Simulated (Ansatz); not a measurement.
Two structures of Si$_{4}$H$_{11}$ClO$_{4}$, singlet, reached by relaxing down either side of one saddle point (PBE0-D4/def2-TZVP). Energies are electronic, without zero-point energy. Program: Ansatz 0.2.0. Basis: def2-TZVPP and def2-QZVPP. Cores are frozen in the correlated methods. Extrapolation: Hartree–Fock as exp(−7.88 √X), correlation as X^−2.97. First:

Si1  (-0.289, -0.539, -0.433)
O2  (-0.328, 0.802, -1.302)
Si3  (0.328, 2.216, -1.811)
O4  (-0.359, -0.272, 1.146)
Si5  (0.232, 0.378, 2.532)
O6  (-1.529, -1.460, -0.874)
Si7  (-2.311, -2.886, -0.662)
Cl8  (1.438, -1.582, -0.856)
H9  (2.870, 1.913, 0.675)
O10  (2.233, 1.254, 0.390)
H11  (-0.578, 2.739, -2.865)
H12  (1.670, 1.995, -2.400)
H13  (0.395, 3.201, -0.705)
H14  (0.298, 1.856, 2.445)
H15  (1.562, -0.192, 2.857)
H16  (-0.724, 0.001, 3.604)
H17  (-3.573, -2.828, -1.436)
H18  (-1.466, -4.002, -1.155)
H19  (-2.612, -3.093, 0.778)
H20  (2.741, 0.501, 0.074)
(Å)

Second:

Si1  (0.736, -1.331, 0.663)
O2  (0.918, 1.739, -0.454)
Si3  (-0.306, 2.010, -1.520)
O4  (0.647, -0.422, 1.976)
Si5  (0.220, 1.022, 2.647)
O6  (-0.611, -1.224, -0.201)
Si7  (-1.585, -1.883, -1.352)
Cl8  (1.073, -3.254, 1.252)
H9  (1.496, 0.983, -0.621)
O10  (1.965, -0.870, -0.322)
H11  (-0.359, 0.933, -2.548)
H12  (-0.106, 3.315, -2.203)
H13  (-1.597, 2.050, -0.788)
H14  (-0.970, 1.581, 1.963)
H15  (1.363, 1.961, 2.579)
H16  (-0.109, 0.745, 4.067)
H17  (-2.686, -0.926, -1.604)
H18  (-0.812, -2.113, -2.597)
H19  (-2.128, -3.170, -0.854)
H20  (2.851, -1.146, -0.082)
(Å)

Problem. Which bonds change from the first to the second?

Solution. Si₄H₉ClO₃ ([SiH3][O][Si]([Cl])([O][SiH3])[O][SiH3]) + H₂O → Si₃H₇ClO₃ ([OH][Si]([Cl])([O][SiH3])[O][SiH3]) + SiH₄O ([OH][SiH3]); bonds formed: Si1–O10, O2–H9; bonds broken: Si1–O2, H9–O10.

Problem. Give the saddle point's structure and its height above each. (To be estimated.)

Solution. The calculation gives: 134.4 kJ/mol above the first and 115.0 kJ/mol above the second (CCSD(T) at an estimated basis limit (MP2 extrapolated from triple and quadruple zeta, plus CCSD(T) − MP2 in triple zeta)).
```
atom    x (Å)    y (Å)    z (Å)
 Si1   0.5571  -0.7141   0.2255
  O2   0.7311   1.0640  -0.3151
 Si3  -0.2581   1.9424  -1.3160
  O4   0.3200  -0.3008   1.7764
 Si5   0.1410   1.1020   2.6169
  O6  -0.7069  -0.9261  -0.7735
 Si7  -1.6549  -2.1758  -1.2954
 Cl8   0.9872  -2.7736   0.6127
  H9   1.9178   0.5661  -0.5103
 O10   2.2018  -0.5207  -0.4600
 H11  -0.2438   1.3929  -2.6951
 H12   0.2803   3.3262  -1.3399
 H13  -1.6384   1.9494  -0.7798
 H14  -0.9378   1.9447   2.0415
 H15   1.4143   1.8678   2.6213
 H16  -0.2135   0.7292   4.0068
 H17  -2.7242  -1.5496  -2.1115
 H18  -0.8699  -3.1086  -2.1380
 H19  -2.2598  -2.8959  -0.1502
 H20   2.9566  -0.9191  -0.0163
```

T1 diagnostic: at most 0.012.

Labels in which every atom is bracketed show which atoms are joined, not bond orders.

For scale, one of the runs: CCSD(T)/def2-TZVPP, 488 basis functions, launched by `ansatz run in.yaml --threads 4 --pin off --events-out ev --progress --plain --max-ram 66560MiB --backend cuda --devices 0, --max-vram 37GiB`. Time: 66 s of wall clock on 4 CPU threads of an AMD EPYC 7R13 and a share of one NVIDIA H100; the host was shared. Peak host memory: 1.3 GiB.
